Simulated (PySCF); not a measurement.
Orbital picture of SbCl

BLYP at R = 2.348 Å; PySCF, scalar-relativistic core potentials, basis sets Sb def2-TZVPP with ECP28, Cl def2-TZVPP. State: ³Σ⁻ (triplet), unpaired electrons π ↑↑. Only the outer orbitals are listed, counted within each symmetry, core potentials removing the inner ones.

| spin | orbital | occ. | ε (eV) | on Sb (%) | main shells (%) |
| --- | --- | --- | --- | --- | --- |
| α | 7σ | 1 | -20.06 | 8 | 91 Cl s |
| α | 8σ | 1 | -13.61 | 82 | 82 Sb s, 11 Cl p |
| α | 9σ | 1 | -8.71 | 35 | 64 Cl p, 23 Sb p, 11 Sb s |
| α | 4π | 1 | -8.02 | 13 | 86 Cl p, 12 Sb p |
| α | 4π | 1 | -8.02 | 13 | 86 Cl p, 12 Sb p |
| α | 5π | 1 | -4.99 | 88 | 88 Sb p, 11 Cl p |
| α | 5π | 1 | -4.99 | 88 | 88 Sb p, 11 Cl p |
| α | 10σ | 0 | -2.37 | 83 | 74 Sb p, 17 Cl p |
| α | 6π | 0 | 2.62 | 99 | 94 Sb p |
| α | 6π | 0 | 2.62 | 99 | 94 Sb p |
| β | 7σ | 1 | -19.90 | 8 | 91 Cl s |
| β | 8σ | 1 | -12.81 | 78 | 78 Sb s, 16 Cl p |
| β | 9σ | 1 | -8.44 | 37 | 62 Cl p, 21 Sb p, 16 Sb s |
| β | 4π | 1 | -7.78 | 9 | 91 Cl p |
| β | 4π | 1 | -7.78 | 9 | 91 Cl p |
| β | 5π | 0 | -3.85 | 92 | 92 Sb p |
| β | 5π | 0 | -3.85 | 92 | 92 Sb p |
| β | 10σ | 0 | -1.98 | 84 | 76 Sb p, 15 Cl p |

**Question.** Which are the highest filled and the lowest empty level, where do they sit, and how wide is the gap?

**Answer.** Highest filled α 5π at -4.99 eV (in %: 88 Sb p, 11 Cl p); lowest empty β 5π at -3.85 eV (in %: 92 Sb p); the gap at BLYP is 1.14 eV. Both belong to one degenerate shell, split only by its one-sided filling, so this is no excitation gap.

```json
{
  "bond order (Mayer)": "1.12",
  "⟨S²⟩": "2.002",
  "charge on Sb (Mulliken, basis-dependent)": "0.31",
  "charge on Sb (Löwdin, basis-dependent)": "0.03",
  "dipole moment (positive dipole means Sb(−)Cl(+))": "-1.90 D"
}
```

Spin–orbit coupling is left out. The state was picked by a PBE0 search and need not be the measured ground state.
